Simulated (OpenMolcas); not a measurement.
## Multiplet structure of Ti II

```json
{
  "Program": "OpenMolcas 26.06",
  "Method": "SS-CASPT2, IPEA 0.25 Eh, imaginary shift 0.1 Eh (closed shells correlated: 3s 3p)",
  "Basis": "ANO-RCC-VQZP [7s6p4d3f2g1h]",
  "Scalar Hamiltonian": "DKH2, point nucleus",
  "Active space": "3 electrons in 11 orbitals (3d 4s 4d)",
  "State averaging": "2S+1 = 4 even, 20 roots; 2S+1 = 2 even, 49 roots kept (CI in the orbitals of an earlier block)",
  "Spin-orbit coupling": "state interaction with AMFI integrals over the reference wave functions, term energies averaged over their components"
}
```

Spin-free terms above the lowest, with the occupations of the reference (each correlating shell added to its valence partner):

```json
{"Configuration": "3d2 4s", "Term": "4F", "E (eV)": "0.0000", "Occupations": "3d 2.00 4s 1.00"}
{"Configuration": "3d3", "Term": "4F", "E (eV)": "0.1845", "Occupations": "3d 3.00"}
{"Configuration": "3d2 4s", "Term": "2F", "E (eV)": "0.516", "Occupations": "3d 2.02 4s 0.98"}
{"Configuration": "3d2 4s", "Term": "2D", "E (eV)": "1.026", "Occupations": "3d 2.17 4s 0.83"}
{"Configuration": "3d3", "Term": "2G", "E (eV)": "1.122", "Occupations": "3d 2.89 4s 0.11"}
{"Configuration": "3d3", "Term": "2P", "E (eV)": "1.205", "Occupations": "3d 2.61 4s 0.39"}
{"Configuration": "3d3", "Term": "4P", "E (eV)": "1.212", "Occupations": "3d 2.97 4s 0.03"}
{"Configuration": "3d2 4s", "Term": "4P", "E (eV)": "1.234", "Occupations": "3d 2.03 4s 0.97"}
{"Configuration": "3d3", "Term": "2D", "E (eV)": "1.545", "Occupations": "3d 2.79 4s 0.21"}
{"Configuration": "3d3", "Term": "2H", "E (eV)": "1.578", "Occupations": "3d 3.00"}
{"Configuration": "3d2 4s", "Term": "2G", "E (eV)": "1.862", "Occupations": "3d 2.11 4s 0.89"}
```

With spin-orbit coupling, above the lowest level:

| Configuration | Term | J | E (eV) | Measured (eV) | g | Term weight % | Second |
| --- | --- | --- | --- | --- | --- | --- | --- |
| 3d2 4s | 4F | 3/2 | 0.0000 | 0.0000 | 0.399 | 100 |  |
| 3d2 4s | 4F | 5/2 | 0.0129 | 0.0117 | 1.029 | 100 |  |
| 3d2 4s | 4F | 7/2 | 0.0311 | 0.0280 | 1.239 | 100 |  |
| 3d2 4s | 4F | 9/2 | 0.0545 | 0.0488 | 1.334 | 100 |  |
| 3d3 | 4F | 3/2 | 0.1909 | 0.1126 | 0.399 | 100 |  |
| 3d3 | 4F | 5/2 | 0.2014 | 0.1220 | 1.029 | 100 |  |
| 3d3 | 4F | 7/2 | 0.2159 | 0.1348 | 1.239 | 100 |  |
| 3d3 | 4F | 9/2 | 0.2341 | 0.1507 | 1.334 | 100 |  |
| 3d2 4s | 2F | 5/2 | 0.527 | 0.5739 | 0.857 | 100 |  |
| 3d2 4s | 2F | 7/2 | 0.563 | 0.6072 | 1.143 | 100 |  |
| 3d2 4s | 2D | 3/2 | 1.054 | 1.0800 | 0.806 | 99 |  |
| 3d2 4s | 2D | 5/2 | 1.058 | 1.0841 | 1.204 | 99 |  |
| 3d3 | 2G | 7/2 | 1.144 | 1.1156 | 0.889 | 100 |  |
| 3d3 | 2G | 9/2 | 1.160 | 1.1305 | 1.111 | 100 |  |
| 3d3 | 2P | 1/2 | 1.219 |  | 1.450 | 61 | 38 4P |
| 3d3 | 4P | 3/2 | 1.224 |  | 1.547 | 52 | 45 2P |
| 3d3 | 4P | 1/2 | 1.240 |  | 1.952 | 62 | 36 2P |
| 3d3 | 4P | 5/2 | 1.250 | 1.1801 | 1.601 | 100 |  |
| 3d2 4s | 4P | 1/2 | 1.253 | 1.2241 | 2.604 | 96 | 3 3d3 2P |
| 3d3 | 4P | 3/2 | 1.254 |  | 1.615 | 39 | 31 3d2 4s 4P |
| 3d2 4s | 4P | 3/2 | 1.264 | 1.2312 | 1.635 | 67 | 24 3d3 2P |
| 3d2 4s | 4P | 5/2 | 1.274 | 1.2429 | 1.598 | 99 |  |
| 3d3 | 2D | 3/2 | 1.567 | 1.5658 | 0.800 | 100 |  |
| 3d3 | 2D | 5/2 | 1.584 | 1.5818 | 1.201 | 100 |  |
| 3d3 | 2H | 9/2 | 1.601 | 1.5717 | 0.909 | 100 |  |
| 3d3 | 2H | 11/2 | 1.616 | 1.5839 | 1.091 | 100 |  |
| 3d2 4s | 2G | 7/2 | 1.893 | 1.8927 | 0.889 | 100 |  |
| 3d2 4s | 2G | 9/2 | 1.894 | 1.8917 | 1.111 | 100 |  |

Against the 23 measured excited levels shown (NIST Handbook of Basic Atomic Spectroscopic Data) the mean absolute deviation is 270 cm-1; the largest miss in energy is 3d3 4F 9/2: computed 0.2341, measured 0.1507 eV (+55.3 %), and the largest in proportion 3d3 4F 3/2 (+69.6 %).

Spin-orbit coupling puts the lowest level 0.0315 eV below the lowest spin-free term.

For 4F the intervals divided by the larger J are 41.6, 41.9, 42.1 cm-1. Landé's interval rule makes them equal in pure LS coupling; they differ by 1 % of their mean. The multiplet is regular.

CASPT2 breaks the degeneracy within a term, and the mean is taken; among the terms shown or strongly mixed into the levels shown the widest spread is 1100 cm-1 (3d2 4s 2F). Terms from blocks run as CI alone lack orbitals of their own. Active for correlation alone: 4d; no level in the range computed is led by a configuration that fills it, so any true level of that kind is missing. The CASPT2 spread within a term exceeds the gap to the next term for 3d3 2D and 3d3 2H, so the order of their levels is uncertain. Measured partners are found by configuration, term and J. A level has none where our copy of the source lacks it or the pairing is in doubt (some pairs that miss far off the trend of their configuration count as doubtful), and it then counts in no deviation. Only configurations of the active space appear. The first state left out of the spin-orbit step lies near 23000 cm-1 above the lowest spin-free state of the reference (among the parities and spins computed), and the list stops at four fifths of that energy or lower.

The CASPT2 steps took 23 min on 1 thread of Arm Neoverse V1 (shared host); the integral step is not counted.

The term weight is that of the spin-free term in the level, not the purity of its configuration.
